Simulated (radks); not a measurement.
Values are calculated unless marked as measured or tabulated.
Neutral palladium inside a hard spherical wall (all orbitals vanish at R), configuration held at [Kr] 4d10 and not refilled when levels cross. Level of theory: scalar-relativistic Kohn-Sham, LDA (Slater exchange, Perdew-Wang correlation), spin-polarised, spherical densities, point nucleus (a radial shooting solver on a logarithmic mesh with Libxc functionals). Eigenvalues in eV for spin up, with the zero of energy where the potential of the charges vanishes at infinity; a dash marks a level that is unbound or too diffuse for the functional's potential to be trusted. A positive occupied level is held by the wall or, in an anion where self-interaction has pushed it up, behind a barrier. The pressure on the wall is -dE/dV.

R (bohr)  E (hartree)  kinetic (hartree)    e(3d)    e(4s)    e(4p)   e(4d)  e(5s, empty)  e(5p, empty)  pressure (GPa)
free      -5041.13297           5227.497  -325.95  -85.435  -51.361  -4.309        -3.611        -0.356               0
15        -5041.13297           5227.497  -325.95  -85.435  -51.361  -4.309        -3.611        -0.324        < 0.0001
12        -5041.13296           5227.498  -325.94  -85.434  -51.359  -4.307        -3.608        -0.246        0.000161
8         -5041.13194           5227.506  -325.85  -85.340  -51.267  -4.224        -3.473         0.402          0.0462
7         -5041.12941           5227.524  -325.68  -85.181  -51.111  -4.083        -3.247         0.993           0.213
6         -5041.12021           5227.581  -325.24  -84.761  -50.700  -3.712        -2.655         2.196            1.08
3.5       -5040.68290           5229.562  -316.76  -77.279  -43.524   3.202         9.747        19.780             140
2.5       -5038.37179           5238.925  -295.58  -61.023  -27.780  20.819        48.602        66.906            2150
1.5       -5006.92449           5349.474  -181.84   27.553   67.412  132.44        330.27        366.35          108000
